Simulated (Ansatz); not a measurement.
`O[Si](O)(F)O[SiH3]` + `C=C` → `C=C[Si](O)(O)O[SiH3]` + H–F  (formal exchange of groups at the Si–F bond)

Gas-phase electronic energies from Ansatz, PBE0-D4/def2-TZVP geometries. CBS: MP2 limit from def2 TZ/QZ plus the TZ coupled-cluster correction, frozen cores. This one scheme is used for every species. DFT in def2-TZVPP. Each species was taken in one conformer, which may not be the lowest.

`O[Si](O)(F)O[SiH3]`:

Cartesian coordinates in Å:
```
O 0.907 0.107 2.100
Si -0.274 -0.229 1.037
O -1.267 1.045 0.941
F -1.038 -1.525 1.546
O 0.264 -0.557 -0.440
Si 0.346 -0.038 -1.995
H 1.432 -0.617 2.443
H -1.509 1.496 1.750
H 1.230 -0.974 -2.730
H 0.914 1.333 -2.047
H -1.006 -0.040 -2.605
```

`C=C`:

Cartesian coordinates in Å:
```
C -0.098 0.262 0.599
C 0.098 -0.262 -0.599
H 0.629 0.149 1.396
H -0.994 0.827 0.835
H -0.629 -0.149 -1.396
H 0.994 -0.827 -0.835
```

`C=C[Si](O)(O)O[SiH3]`:

Z-matrix (Å, degrees):
```
Si
C 1 1.842
O 1 1.631 2 106.9
O 1 1.637 2 112.2 3 -119.9
O 1 1.636 2 110.5 3 121.3
C 2 1.330 1 122.6 3 122.8
H 2 1.089 1 119.1 3 -57.6
H 3 0.958 1 117.8 2 -166.4
H 4 0.958 1 116.3 2 -101.1
Si 5 1.635 1 144.9 2 -55.3
H 6 1.086 2 122.2 1 179.6
H 6 1.086 2 121.4 1 -1.0
H 10 1.486 5 110.1 1 -86.7
H 10 1.484 5 108.3 1 153.8
H 10 1.487 5 110.6 1 33.9
```

H–F:

Z-matrix (Å, degrees):
```
F
H 1 0.920
```

| level | ΔE (kJ/mol) | difference from CCSD(T)/CBS |
| --- | --- | --- |
| ωB97X-V | 153.8 | 2.3 |
| PBE | 146.1 | -5.4 |
| PBE0 | 151.1 | -0.4 |
| CCSD/def2-TZVPP | 157.2 | 5.7 |
| CCSD(T)/def2-TZVPP | 152.1 | 0.6 |
| HF/def2-QZVPP | 186.2 | 34.7 |
| MP2/def2-QZVPP | 149.6 | -1.9 |
| SCS-MP2/def2-QZVPP | 156.1 | 4.6 |
| HF/CBS(def2) | 186.5 | 35.0 |
| MP2/CBS(def2) | 148.5 | -3.0 |
| CCSD(T)/CBS | 151.5 | 0 |

Largest T1 diagnostic among the species: 0.012.

The D4 term adds −11.5 kJ/mol with B3LYP and −6.8 kJ/mol with PBE0; it sums over pairs of atoms, weighted by their polarisabilities, and B3LYP, whose exchange is more repulsive, gets the larger term. In def2-TZVPP, CCSD(T) changes the Hartree–Fock value by −31.7 kJ/mol (the triples alone add −5.2 kJ/mol) and MP2 by −34.6 kJ/mol. From PBE to PBE0 (25 % exact exchange), in def2-TZVPP and without D4, ΔE moves by +5.0 kJ/mol.

B3LYP here is the variant with VWN-RPA as its local correlation; programs differ in this.
